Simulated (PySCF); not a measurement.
Si(Br)(NH2) (BrH2NSi), SMILES N[Si]Br (connectivity only; charge and spin as stated), neutral, multiplicity 1.

Coordinates come from a PBE0-D3(BJ)/def2-TZVP optimisation. One conformer was computed; it need not be the lowest.

The numbers are results of PySCF with PBE0-D3(BJ)/def2-TZVP, not measurements.

Frequencies are harmonic and unscaled.

```
mode  ν (cm⁻¹)  IR (km/mol)  moving atoms (share of kinetic energy)
----  --------  -----------  --------------------------------------
1          227          2.9        N 49 %, H 21 %, Br 18 %, Si 13 %
2          380         63.7                        Si 70 %, Br 23 %
3          508         31.7                                  H 96 %
4          539        161.8                          H 82 %, N 17 %
5          762         44.0                          H 73 %, N 20 %
6          880         78.6                 N 51 %, Si 36 %, H 13 %
7         1565         79.6                          H 89 %, N 11 %
8         3568         31.1                                  H 96 %
9         3676         44.0                           H 91 %, N 9 %
```
